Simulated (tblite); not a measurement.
Species: C₄H₆GeN₂.
Bonds: C1–N2, N2–C3, C3–C4 (double), C4–C5, C5–N6 (triple), C4–Ge7, N2–Ge7. Hydrogens: H8, H9, H10 on C1; H11 on C3; H12, H13 on Ge7.

Computed with GFN2-xTB (tblite), gas phase: L-BFGS steps from a force-field or distance-geometry start until the largest atomic force falls under 0.01 eV/Å.

Step 18: E = -525.2115 eV
```
atom  x, y, z in Å  |  force x, y, z in eV/Å
C1     -2.0214   -0.4952    0.1628    0.125  -0.028   0.017
N2     -0.6085   -0.2478    0.0442   -0.170  -0.046   0.104
C3     -0.0460    0.8196   -0.5648   -0.191  -0.072  -0.166
C4      1.3095    0.7571   -0.3866    0.046  -0.051   0.106
C5      2.3879    1.5493   -0.6916    0.265   0.072   0.016
N6      3.3634    2.1432   -0.8611   -0.177   0.035  -0.096
Ge7     1.0837   -0.9218    0.6351   -0.002   0.000  -0.046
H8     -2.5221    0.3471    0.6574   -0.050  -0.083  -0.224
H9     -2.4659   -0.6980   -0.8209   -0.065   0.148   0.179
H10    -2.1508   -1.3773    0.7922   -0.018   0.027  -0.082
H11    -0.6364    1.5294   -1.1363    0.166   0.009   0.156
H12     1.0433   -1.1188    2.1288    0.018   0.099   0.159
H13     1.2590   -2.2865    0.0230    0.054  -0.109  -0.121
```

Step 19: E = -525.2223 eV
```
atom  x, y, z in Å  |  force x, y, z in eV/Å
C1     -2.0280   -0.4941    0.1592    0.190   0.009  -0.008
N2     -0.6112   -0.2548    0.0533   -0.038  -0.055   0.087
C3     -0.0415    0.8116   -0.5503   -0.115  -0.081  -0.121
C4      1.3157    0.7487   -0.3712    0.022  -0.028   0.041
C5      2.3809    1.5541   -0.6988    0.265   0.025   0.059
N6      3.3428    2.1644   -0.8893   -0.240  -0.011  -0.082
Ge7     1.0906   -0.9378    0.6363   -0.069   0.057  -0.062
H8     -2.5196    0.3596    0.6482   -0.061  -0.175  -0.241
H9     -2.4563   -0.6855   -0.8365   -0.087   0.127   0.279
H10    -2.1678   -1.3784    0.7876   -0.038   0.115  -0.149
H11    -0.6199    1.5329   -1.1162    0.097   0.027   0.132
H12     1.0419   -1.1136    2.1316    0.031   0.069   0.169
H13     1.2679   -2.3065    0.0284    0.043  -0.079  -0.103
```

Question: Estimate the geometry and energy of step 20. (The exact step hangs on the optimiser's Hessian estimate; all steps are aligned on step 19, rigid shifts and turns removed.)

Answer: E = -525.2333 eV, largest force 0.304 eV/Å
```
atom  x, y, z in Å  |  force x, y, z in eV/Å
C1     -2.0322   -0.4932    0.1559    0.194   0.041  -0.029
N2     -0.6141   -0.2619    0.0637    0.115  -0.053   0.045
C3     -0.0376    0.8012   -0.5379    0.053  -0.055  -0.040
C4      1.3220    0.7401   -0.3547   -0.017  -0.006  -0.038
C5      2.3760    1.5569   -0.7034    0.184  -0.040   0.089
N6      3.3201    2.1864   -0.9192   -0.256  -0.045  -0.060
Ge7     1.0955   -0.9535    0.6366   -0.098   0.070  -0.027
H8     -2.5188    0.3686    0.6348   -0.080  -0.195  -0.194
H9     -2.4487   -0.6711   -0.8468   -0.112   0.074   0.273
H10    -2.1856   -1.3784    0.7811   -0.048   0.153  -0.171
H11    -0.6005    1.5377   -1.0949   -0.002   0.045   0.088
H12     1.0414   -1.1050    2.1370    0.042   0.033   0.130
H13     1.2780   -2.3273    0.0301    0.024  -0.022  -0.065
```

The energy changes by -0.0110 eV. The first-order estimate −F·Δx gives -0.0153 eV and the mean of the old and new forces, exact on a quadratic surface, -0.0110 eV. The step makes an angle of 74° with the force vector and moves no atom by more than 0.044 Å.

What follows is the cost of the whole relaxation. Time: 1.0 s. Hardware: Intel Xeon at 2.50 GHz, one thread, shared host with 64 logical CPUs at a one-minute load of 63.
